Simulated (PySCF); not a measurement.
Species: CH7BGe.
Z-matrix (Å and degrees, PBE0-D3(BJ)/def2-SVP geometry), rows numbered from 1:
```
B 
Ge  1  2.0607
C   2  1.9698  1  108.41
H   1  1.2088  2  121.06  3    85.84
H   1  1.2088  2  121.09  3   -90.84
H   2  1.5452  1  112.52  3  -119.39
H   2  1.5453  1  112.56  3   119.23
H   3  1.0992  2  110.62  1    60.38
H   3  1.0990  2  110.82  1   -60.43
H   3  1.0992  2  109.31  1   179.88
```

All values: CAM-B3LYP/def2-SVPD (PySCF, non-relativistic), on one gas-phase PBE0-D3(BJ)/def2-SVP geometry that isn't relaxed in the solvent. The solvent is an IEF-PCM continuum (cavity from Bondi-type radii × 1.2), and excitations are vertical TDDFT with non-equilibrium linear response and a frozen core. Only the electrostatic response of the medium enters. Spin–orbit coupling is left out although an atom past zinc is present.

Gas-phase singlets (H = HOMO, L = LUMO):

| state | E (eV) | λ (nm) | f | leading configurations |
| --- | --- | --- | --- | --- |
| S1 | 4.036 | 307 | 0.006 | H→L 95% |
| S2 | 5.319 | 233 | 0.001 | H-1→L 59%, H-3→L 34% |
| S3 | 6.069 | 204 | 0.092 | H-2→L 87%, H-1→L 9% |
| S4 | 6.340 | 196 | 0.002 | H-3→L 63%, H-1→L 30% |
| S5 | 7.711 | 161 | 0.003 | H→L+1 93% |

Question: How does the list change in benzene (ε = 2.271)?

Answer: 
```csv
state,E (eV),λ (nm),f,leading configurations,change by rank (eV)
S1,4.047,306,0.009,H→L 95%,+0.011
S2,5.339,232,0.002,"H-3→L 36%, H-2→L 33%, H-1→L 30%",+0.020
S3,6.047,205,0.124,"H-1→L 53%, H-2→L 44%",-0.022
S4,6.372,195,0.004,"H-3→L 61%, H-2→L 22%, H-1→L 15%",+0.032
S5,7.700,161,0.007,H→L+1 93%,-0.011
```

Question: How do the frontier levels move from gas to benzene?

Answer: 
```csv
orbital,gas (eV),solvent (eV),change (eV)
LUMO+2,1.57,1.62,+0.05
LUMO+1,1.23,1.30,+0.07
LUMO,-1.23,-1.13,+0.10
HOMO,-9.37,-9.30,+0.07
HOMO-1,-10.21,-10.16,+0.05
HOMO-2,-10.25,-10.19,+0.06
HOMO-3,-11.62,-11.55,+0.07
```

The HOMO–LUMO gap goes from 8.14 to 8.17 eV. Rows go by rank; for HOMO-2 and HOMO-1 the atom shares or the degeneracy differ between the runs, so the row needn't follow one orbital.
